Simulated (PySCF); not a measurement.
## Where the electron goes

Compound: C4H6F4Si.
Cartesian coordinates in Å at the GFN2-xTB level; atoms count from 1:
```xyz
15
C4H6F4Si angstrom
F     -2.8028    0.1746    0.2338
C     -1.7664    1.0401   -0.0258
Si    -0.1129    0.0844   -0.0071
C      1.3442    1.3142   -0.3739
F      1.4260    2.3093    0.5335
F      1.2223    1.9234   -1.5714
F      2.5390    0.7029   -0.3777
C      0.3405   -1.4199    1.0235
C      0.1956   -1.7029   -0.4981
H     -1.9748    1.4956   -0.9990
H     -1.8082    1.8181    0.7430
H      1.3351   -1.5338    1.4313
H     -0.4061   -1.8788    1.6545
H      1.1020   -1.9881   -1.0135
H     -0.6378   -2.3311   -0.7751
```

Method used: TDDFT wB97X-D/def2-SVPD, vertical, gas phase, core orbitals frozen in the response in PySCF.

Kohn–Sham orbitals with the atoms that hold most of them (Löwdin shares over 4%, at most four atoms; ? is withheld):

```json
{"orbital": "LUMO+2", "ε (eV)": "2.19", "atoms": "Si3 28%, C4 11%, C2 10%, F5 10%"}
{"orbital": "LUMO+1", "ε (eV)": "1.86", "atoms": "Si3 26%, C8 12%, C9 11%, C2 8%"}
{"orbital": "LUMO", "ε (eV)": "?", "atoms": "?"}
{"orbital": "HOMO", "ε (eV)": "-9.31", "atoms": "Si3 28%, C8 26%, C9 25%"}
{"orbital": "HOMO-1", "ε (eV)": "-10.78", "atoms": "?"}
{"orbital": "HOMO-2", "ε (eV)": "-11.23", "atoms": "F1 19%, Si3 17%, C4 15%, C2 14%"}
{"orbital": "HOMO-3", "ε (eV)": "-12.52", "atoms": "F1 50%, C2 22%, H11 10%, H10 10%"}
```

Give the leading atoms of the HOMO-1.

C9 (bonded to C, Si and 2 H) 28%; C8 (bonded to C, Si and 2 H) 28%; Si3 (bonded to 4 C) 12%; C2 (bonded to F, Si and 2 H) 10%. By element: carbon 67% or more, silicon 12%.

Which atoms hold the LUMO, and with what shares?

Si3 (bonded to 4 C) 24%; C2 (bonded to F, Si and 2 H) 23%; F1 (bonded to C) 10%; C9 (bonded to C, Si and 2 H) 9%. By element: carbon 32% or more, silicon 24%, fluorine 10% or more.

What is the LUMO energy, and the HOMO–LUMO gap?

ε(LUMO) = 1.67 eV; the gap is 10.98 eV (0.4035 hartree).

How does S1 compare with the orbital gap of 10.98 eV?

S1 is at 6.43 eV (f = 0.0006), 4.55 eV below the gap, made of HOMO→LUMO (83%). Without the coupling terms of the response equations the lowest excitation would equal the gap.

Give energy, strength and leading configuration of S1, S2 and S6, and follow the Löwdin shares of the leading atoms from the occupied to the empty orbital.

- S1 (6.43 eV, f 0.0006), HOMO→LUMO (83%): Si3 28% → 24%, C8 26% → at most 9%, C2 at most 4% → 23%
- S2 (6.99 eV, f 0.195), HOMO→LUMO+1 (88%): Si3 28% → 26%, C8 26% → 12%
- S6 (8.01 eV, f 0.0088), HOMO-1→LUMO+1 (87%): C9 28% → 11%, C8 28% → 12%, Si3 12% → 26%

Löwdin shares depend on the basis, the more so with diffuse functions.

One conformer stands for the species.
